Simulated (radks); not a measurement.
The beryllium ion Be+ inside a hard spherical wall (all orbitals vanish at R), configuration held at [He] 2s1 and not refilled when levels cross. Calculated with a radial shooting solver on a logarithmic mesh with Libxc functionals: scalar-relativistic Kohn-Sham, LDA (Slater exchange, VWN5 correlation), spin-unpolarised, spherical densities, finite nucleus; Fermi nuclear charge, rms radius 2.519 fm; without spin polarisation the odd electron is poorly described. Eigenvalues in eV, with the zero of energy where the potential of the charges vanishes at infinity; a dash marks a level that is unbound or too diffuse for the functional's potential to be trusted. A positive occupied level is held by the wall or, in an anion where self-interaction has pushed it up, behind a barrier. The pressure on the wall is -dE/dV.

R (bohr)  E (hartree)  kinetic (hartree)    e(1s)    e(2s)  e(2p, empty)  e(3s, empty)  pressure (GPa)
free        -14.10046             13.987  -116.43  -13.640        -9.817        -3.591               0
8           -14.10034             13.989  -116.42  -13.631        -9.799        -2.158         0.00734
7           -14.09983             13.994  -116.38  -13.597        -9.745        -0.808          0.0494
6           -14.09732             14.013  -116.22  -13.462        -9.555         1.939           0.320
4           -14.03810             14.282  -114.45  -11.186        -7.076        21.175            13.2
3.5         -13.97207             14.506  -113.25   -8.959        -5.000        34.226            35.6
3           -13.83295             14.912  -111.42   -4.516        -1.240        56.248             104
